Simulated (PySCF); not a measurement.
C4H4N2. Atoms are numbered in the order given.

```xyz
10

C      0.0000     0.0000    -1.3632
C      0.0000    -1.1920    -0.6236
N      0.0000    -1.2032     0.7192
C      0.0000     0.0000     1.3157
N      0.0000     1.2032     0.7192
C      0.0000     1.1920    -0.6236
H      0.0000     0.0000    -2.4632
H      0.0000    -2.1748    -1.1296
H      0.0000     0.0000     2.4216
H      0.0000     2.1748    -1.1296
```

Coordinates come from a PBE-D3(BJ)/def2-SVP optimisation.

Calculation: PBE-D3(BJ)/def2-SVP run with PySCF.

Frequencies are harmonic and unscaled.

Computed normal modes with their intensities:
| mode | ν (cm⁻¹) | IR (km/mol) | moving atoms (share of kinetic energy) |
|---|---|---|---|
| 1 | 317 | 2.8 | C 54 %, H 35 %, N 11 % |
| 2 | 389 | 0.0 | N 51 %, C 30 %, H 19 % |
| 3 | 609 | 10.9 | N 49 %, C 45 % |
| 4 | 676 | 4.2 | C 68 %, N 26 % |
| 5 | 719 | 31.2 | H 64 %, C 21 %, N 15 % |
| 6 | 800 | 1.7 | H 47 %, C 32 %, N 20 % |
| 7 | 950 | 0.1 | H 68 %, C 30 % |
| 8 | 962 | 0.0 | H 70 %, C 30 % |
| 9 | 985 | 6.0 | N 68 %, C 29 % |
| 10 | 989 | 0.0 | H 63 %, C 36 % |
| 11 | 1054 | 1.0 | C 75 %, H 24 % |
| 12 | 1058 | 3.9 | H 71 %, C 17 %, N 12 % |
| 13 | 1135 | 1.4 | C 57 %, H 38 % |
| 14 | 1203 | 9.7 | H 72 %, C 23 % |
| 15 | 1281 | 1.3 | C 64 %, N 34 % |
| 16 | 1337 | 0.1 | H 86 % |
| 17 | 1401 | 48.1 | H 41 %, N 38 %, C 21 % |
| 18 | 1444 | 5.5 | H 45 %, C 43 %, N 12 % |
| 19 | 1575 | 73.2 | C 79 %, N 13 %, H 8 % |
| 20 | 1582 | 48.5 | C 65 %, N 27 %, H 8 % |
| 21 | 3075 | 21.1 | H 92 %, C 8 % |
| 22 | 3077 | 22.7 | H 92 %, C 8 % |
| 23 | 3084 | 11.8 | H 91 %, C 9 % |
| 24 | 3137 | 6.4 | H 91 %, C 9 % |
